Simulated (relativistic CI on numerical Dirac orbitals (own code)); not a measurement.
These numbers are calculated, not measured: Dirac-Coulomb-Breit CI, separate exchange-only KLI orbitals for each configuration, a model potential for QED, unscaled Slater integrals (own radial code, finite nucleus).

The strongest absorption lines from the ground level of an ion, among the configurations computed and to levels below about 1820 eV (vacuum wavelength in nm, gf): 0.84670 (0.0006), 1.3578 (0.00055), 2.0219 (0.87), 2.2762 (0.17).

Problem. Which ion is it?
A. Au65+
B. Gd50+
C. W58+
D. W60+

Solution. D. W60+ has 14 electrons and the ground level 3s²3p² ³P0; the strongest line goes to 3s²3p3d ³D°1. The pattern of lines fixes the number of electrons, and along that sequence the line energies rise steadily with the charge (about as its square where n changes within one kind of shell, about linearly where n is kept but much faster in heavy ions where fine structure, which grows about as Z⁴, sets the gap, and irregularly where shells cross), which fixes Z. Configurations outside the model, such as inner-shell arrays, can give stronger lines. At this charge energies of transitions that change n are usually good to better than 1 %, and those within a shell (Δn = 0) to a few per cent.

LS names give the leading component of a level, which can be under half, so a name can repeat, a term be missing and a line seem to break the LS rules.
